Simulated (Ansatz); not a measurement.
Gas-phase electronic energies from Ansatz, PBE0-D4/def2-TZVP geometries. CCSD(T)/CBS is the MP2 limit (def2-TZVPP, def2-QZVPP) plus CCSD(T) − MP2 in def2-TZVPP, frozen cores. Functionals use def2-TZVPP. B3LYP here is the variant with VWN-RPA as its local correlation; programs differ in this. One conformer a species, not always the lowest.

Consider the redistribution: `CO[Si](N)(F)F` + `[SiH3][Al]1[CH2][O]1` → `N[Si](F)(F)[SiH3]` + `C[O][Al]1[CH2][O]1`.

Is it downhill or uphill in electronic energy at CCSD(T)/CBS, and by how much? (Estimate.)

Ansatz gave: Uphill: ΔE = +0.30 eV.

What do these levels give: r2SCAN-D4, B3LYP-D4, ωB97X-V, ωB97M-V, PBE0, HF/def2-TZVPP, MP2/def2-TZVPP, SCS-MP2/def2-TZVPP, CCSD/def2-TZVPP, CCSD(T)/def2-TZVPP, HF/def2-QZVPP, MP2/def2-QZVPP? (Estimate.)

Ansatz gave: r2SCAN-D4 0.31, B3LYP-D4 0.24, ωB97X-V 0.26, ωB97M-V 0.28, PBE0 0.31, HF/def2-TZVPP 0.34, MP2/def2-TZVPP 0.26, SCS-MP2/def2-TZVPP 0.26, CCSD/def2-TZVPP 0.31, CCSD(T)/def2-TZVPP 0.32, HF/def2-QZVPP 0.34, MP2/def2-QZVPP 0.25 eV.

Largest T1 diagnostic among the species: 0.017.

From PBE to PBE0 (25 % exact exchange), in def2-TZVPP and without D4, ΔE moves by +0.04 eV.
